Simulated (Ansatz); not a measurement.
Reaction (formal loss of a carbene): `FCC1=C[SiH2]1` → `C1=C[SiH2]1` + `[CH]F`

Calculated with Ansatz (gas phase, PBE0-D4/def2-TZVP geometries, no zero-point term in ΔE). CCSD(T)/CBS adds triple-zeta CCSD(T) − MP2 to the extrapolated MP2 energy (def2 sets, frozen cores). This one scheme is used for every species. DFT in def2-TZVPP. B3LYP here is the variant with VWN-RPA as its local correlation; programs differ in this. HSE06 is defined as in plane-wave codes. Each species was taken in one conformer, which may not be the lowest.

```json
{"level": "LDA (SPW92)", "ΔE (kJ/mol)": "453.1", "difference from CCSD(T)/CBS": "72.2"}
{"level": "PBE-D4", "ΔE (kJ/mol)": "401.5", "difference from CCSD(T)/CBS": "20.6"}
{"level": "BLYP-D4", "ΔE (kJ/mol)": "372.2", "difference from CCSD(T)/CBS": "-8.7"}
{"level": "B97M-V", "ΔE (kJ/mol)": "386.5", "difference from CCSD(T)/CBS": "5.6"}
{"level": "PBE0-D4", "ΔE (kJ/mol)": "409.4", "difference from CCSD(T)/CBS": "28.5"}
{"level": "B3LYP-D4", "ΔE (kJ/mol)": "384.1", "difference from CCSD(T)/CBS": "3.2"}
{"level": "r2SCANh-D4", "ΔE (kJ/mol)": "406.9", "difference from CCSD(T)/CBS": "26.0"}
{"level": "r2SCAN0-D4", "ΔE (kJ/mol)": "409.9", "difference from CCSD(T)/CBS": "29.0"}
{"level": "HSE06-D4", "ΔE (kJ/mol)": "409.2", "difference from CCSD(T)/CBS": "28.3"}
{"level": "BHLYP-D4", "ΔE (kJ/mol)": "389.1", "difference from CCSD(T)/CBS": "8.2"}
{"level": "CAM-B3LYP-D4", "ΔE (kJ/mol)": "391.9", "difference from CCSD(T)/CBS": "11.0"}
{"level": "ωB97X-V", "ΔE (kJ/mol)": "388.2", "difference from CCSD(T)/CBS": "7.3"}
{"level": "ωB97M-V", "ΔE (kJ/mol)": "380.0", "difference from CCSD(T)/CBS": "-0.9"}
{"level": "B2PLYP", "ΔE (kJ/mol)": "382.1", "difference from CCSD(T)/CBS": "1.2"}
{"level": "PBE-QIDH", "ΔE (kJ/mol)": "409.7", "difference from CCSD(T)/CBS": "28.8"}
{"level": "PBE", "ΔE (kJ/mol)": "395.0", "difference from CCSD(T)/CBS": "14.1"}
{"level": "revPBE", "ΔE (kJ/mol)": "371.3", "difference from CCSD(T)/CBS": "-9.6"}
{"level": "BLYP", "ΔE (kJ/mol)": "358.6", "difference from CCSD(T)/CBS": "-22.3"}
{"level": "r2SCAN", "ΔE (kJ/mol)": "403.0", "difference from CCSD(T)/CBS": "22.1"}
{"level": "PBE0", "ΔE (kJ/mol)": "403.8", "difference from CCSD(T)/CBS": "22.9"}
{"level": "r2SCANh", "ΔE (kJ/mol)": "405.0", "difference from CCSD(T)/CBS": "24.1"}
{"level": "r2SCAN0", "ΔE (kJ/mol)": "407.8", "difference from CCSD(T)/CBS": "26.9"}
{"level": "HSE06", "ΔE (kJ/mol)": "403.9", "difference from CCSD(T)/CBS": "23.0"}
{"level": "BHLYP", "ΔE (kJ/mol)": "381.4", "difference from CCSD(T)/CBS": "0.5"}
{"level": "CAM-B3LYP", "ΔE (kJ/mol)": "386.1", "difference from CCSD(T)/CBS": "5.2"}
{"level": "LC-ωPBE", "ΔE (kJ/mol)": "403.1", "difference from CCSD(T)/CBS": "22.2"}
{"level": "RPA@PBE/def2-TZVPP", "ΔE (kJ/mol)": "347.6", "difference from CCSD(T)/CBS": "-33.3"}
{"level": "HF/def2-SVP", "ΔE (kJ/mol)": "354.5", "difference from CCSD(T)/CBS": "-26.4"}
{"level": "MP2/def2-SVP", "ΔE (kJ/mol)": "407.1", "difference from CCSD(T)/CBS": "26.2"}
{"level": "CCSD/def2-SVP", "ΔE (kJ/mol)": "378.5", "difference from CCSD(T)/CBS": "-2.4"}
{"level": "CCSD(T)/def2-SVP", "ΔE (kJ/mol)": "379.1", "difference from CCSD(T)/CBS": "-1.8"}
{"level": "HF/def2-TZVPP", "ΔE (kJ/mol)": "338.6", "difference from CCSD(T)/CBS": "-42.3"}
{"level": "MP2/def2-TZVPP", "ΔE (kJ/mol)": "404.9", "difference from CCSD(T)/CBS": "24.0"}
{"level": "SCS-MP2/def2-TZVPP", "ΔE (kJ/mol)": "386.2", "difference from CCSD(T)/CBS": "5.3"}
{"level": "CCSD/def2-TZVPP", "ΔE (kJ/mol)": "372.9", "difference from CCSD(T)/CBS": "-8.0"}
{"level": "CCSD(T)/def2-TZVPP", "ΔE (kJ/mol)": "375.4", "difference from CCSD(T)/CBS": "-5.5"}
{"level": "HF/def2-QZVPP", "ΔE (kJ/mol)": "338.0", "difference from CCSD(T)/CBS": "-42.9"}
{"level": "SCS-MP2/def2-QZVPP", "ΔE (kJ/mol)": "388.8", "difference from CCSD(T)/CBS": "7.9"}
{"level": "HF/CBS(def2)", "ΔE (kJ/mol)": "337.9", "difference from CCSD(T)/CBS": "-43.0"}
{"level": "CCSD/CBS(def2)", "ΔE (kJ/mol)": "378.4", "difference from CCSD(T)/CBS": "-2.5"}
{"level": "CCSD(T)/CBS", "ΔE (kJ/mol)": "380.9", "difference from CCSD(T)/CBS": "0"}
```

(1) What do rigid-rotor, harmonic-oscillator terms from PBE0-D4/def2-TZVP frequencies (298.15 K, 1 bar) make of the CCSD(T)/CBS value? (Best estimate.)

Largest T1 diagnostic among the species: 0.018.

Results:

(1) The calculation gave: ΔZPE = -23.5 kJ/mol, ΔH = +361.8 kJ/mol, ΔS = 154 J/(mol·K), ΔG = +315.8 kJ/mol. Modes under 50 cm⁻¹ make the entropy rough.

From r2SCAN to r2SCAN0 (25 % exact exchange), in def2-TZVPP and without D4, ΔE moves by +4.8 kJ/mol. The D4 term adds +10.2 kJ/mol with B3LYP and +5.7 kJ/mol with PBE0; it sums over pairs of atoms, weighted by their polarisabilities, and B3LYP, whose exchange is more repulsive, gets the larger term.

CCSD(T)/CBS has its own doubt, a few kJ/mol and more with outer-core shells, so smaller differences from it don't rank the levels.
